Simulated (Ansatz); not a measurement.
C3H7FSi can be A, `FC[SiH]1CC1`, or B, `C[C@@H]1C[Si@@H]1F`.

Computed with Ansatz on PBE0-D4/def2-TZVP structures; ΔE is electronic, products minus reactants. CCSD(T)/CBS adds triple-zeta CCSD(T) − MP2 to the extrapolated MP2 energy (def2 sets, frozen cores). DFT in def2-TZVPP. B3LYP here is the variant with VWN-RPA as its local correlation; programs differ in this. Each species was taken in one conformer, which may not be the lowest.

(1) Which is lower in electronic energy at CCSD(T)/CBS, and by how much? (An estimate is asked.)

(2) Give E(B) − E(A) in kcal/mol with CCSD/def2-TZVPP, B2PLYP, PBE-D4, HF/def2-TZVPP, B3LYP, PBE0-D4, B3LYP-D4. (Best estimate.)

Largest T1 diagnostic: 0.011.

## Answers

(1) The calculation gave: B, by 47.7 kcal/mol.

(2) Ansatz gave: CCSD/def2-TZVPP -47.4, B2PLYP -46.6, PBE-D4 -42.8, HF/def2-TZVPP -48.0, B3LYP -44.8, PBE0-D4 -44.6, B3LYP-D4 -45.3. None reverses the order clearly.

From PBE to PBE0 (25 % exact exchange), in def2-TZVPP and without D4, E(B) − E(A) moves by −1.9 kcal/mol.
